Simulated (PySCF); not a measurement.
Molecule: SMILES CNC1CCCCC1, C$_{7}$H$_{15}$N.

Atoms are numbered as in `[CH3:1][NH:2][CH:3]1[CH2:4][CH2:5][CH2:6][CH2:7][CH2:8]1`. Each H is labelled by its parent atom. Ha(C4), Ha(C5), Ha(C6), Ha(C7), Ha(C8) are cis to N2 on the ring; Hb(C4), Hb(C5), Hb(C6), Hb(C7), Hb(C8) are trans to N2 on the ring.

Geometry PBE0-D3(BJ)/def2-SVP throughout; GIAO in PySCF 2.14, gas phase, one conformer, non-relativistic; equivalent atoms averaged; functional PBE0.

Q: How do the absolute shieldings σ depend on the basis set? (a selection of nuclei; ppm; last column core-seconds on shared hosts with different chips, so compare them loosely)

A: 
```
    basis set  functions     C3  C4/C8     C6     N2  H(C1)  Ha(C5)/Ha(C7)  Hb(C4)/Hb(C8)  H(C3)  H(N2)  core-s
       STO-3G         55  185.5  206.2  208.3  282.8  31.28          31.65          31.74  31.88  33.69     7.3
     pcSseg-0        102  134.1  158.7  166.8  220.0  30.35          31.40          31.31  31.25  34.11      13
        6-31G        102  142.8  166.1  172.6  218.0  30.14          30.97          30.91  30.38  33.03      14
       6-31G*        142  138.7  161.8  167.9  218.1  29.66          30.34          30.32  29.61  32.22      20
      cc-pVDZ        187  137.0  161.5  167.9  218.2  29.01          29.73          29.71  29.28  31.74      30
     def2-SVP        187  136.9  160.7  167.5  219.5  29.15          29.90          29.86  29.48  31.77      28
     pcSseg-1        211  124.3  149.3  155.9  207.2  28.85          29.68          29.66  29.35  31.52      36
6-311+G(2d,p)        306  126.3  151.4  157.9  204.3  29.11          29.83          29.78  29.31  31.59      65
  aug-cc-pVDZ        319  136.0  160.1  166.5  213.6  28.89          29.63          29.59  29.19  31.28      78
```

Q: Which nucleus among those listed moves most, in ppm?

A: N2 (amine nitrogen): from 204.3 ppm with 6-311+G(2d,p) to 282.8 ppm with STO-3G. The smallest spread is 2.02 ppm, at Ha(C5)/Ha(C7). Proton shifts span only some 12 ppm, so a few tenths of a ppm matter as much there as several ppm in carbon.

Q: Taking the largest basis, aug-cc-pVDZ (319 functions), as the yardstick, rank the others by their worst heavy-atom deviation.

A: 6-31G* 4.5 ppm (142 functions), cc-pVDZ 4.6 ppm (187 functions), def2-SVP 5.9 ppm (187 functions), pcSseg-0 6.4 ppm (102 functions), 6-31G 6.8 ppm (102 functions), 6-311+G(2d,p) 9.8 ppm (306 functions), pcSseg-1 11.7 ppm (211 functions), STO-3G 69.1 ppm (55 functions).

A small basis that lands close on one nucleus may do so by chance; judge by the trend and by all nuclei.
